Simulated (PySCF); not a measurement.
The numbers are results of PySCF with B3LYP-D3(BJ)/def2-TZVP, not measurements. All species are isolated molecules in the gas phase. One relaxed conformer stands for a flexible species; it need not be the lowest. B3LYP has the VWN-RPA correlation part, as in Gaussian. Excitations are Tamm–Dancoff values on a coarser integration grid. The basis has no diffuse functions, so Rydberg states are missing or too high.

Reference species (SMILES): `BC[SiH3]` (H–B–C–Si torsion 88°) (neutral, multiplicity 1).

| Property | Result |
|---|---|
| S1–T1 gap (TDA) | 0.62 eV |
| S1 oscillator strength | 0.001 |
| HOMO–LUMO gap | 7.25 eV |

Changed species: `B(C)[SiH3]`.

Task: Predict the effect on the S1–T1 gap (TDA), S1 oscillator strength and HOMO–LUMO gap.

Result: the S1–T1 gap (TDA) increases by 0.22 eV, to 0.84 eV; the S1 oscillator strength is nearly the same; the HOMO–LUMO gap drops by 1.54 eV, to 5.71 eV.
